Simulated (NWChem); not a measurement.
**Atomisation of arsine (H3As)**

```
As
H 1 1.5305
H 1 1.5305 2 91.98
H 1 1.5305 2 91.98 3 -92.05
```
Charge 0, spin multiplicity 1.

The numbers come from NWChem runs, not from measurements. Structure: optimised with B3LYP/def2-SVP, a minimum by its harmonic frequencies.

Basis set: def2-TZVP. The atomisation energy is electronic alone: no zero-point, thermal, spin-orbit or counterpoise terms. No value is extrapolated to the basis-set limit. Free atoms are single determinants with multiplicities As 4, H 2. Correlated methods freeze the same cores in atoms and molecule, 9 orbitals in all.

The Hamiltonian is non-relativistic. The correlated methods keep 9 core orbitals frozen. B3LYP has NWChem's definition, with VWN1-RPA local correlation. No SCF solution was tested for a lower state. Open-shell Hartree-Fock references start from PBE0 orbitals. Coupled-cluster values serve here as a point of comparison, not as the truth.

```csv
method,atomisation energy (kcal/mol)
CCSD(T),(withheld)
r2SCAN,219.4
PBE,218.1
MP2,199.2
B3LYP,222.9
BP86,228.4
LDA (SVWN5),250.9
HF,148.5
TPSS,227.5
PBE0,(withheld)
```

Q: Fill in the missing entries.

A: 
- CCSD(T), atomisation energy (kcal/mol): 209.3
- PBE0, atomisation energy (kcal/mol): 215.1
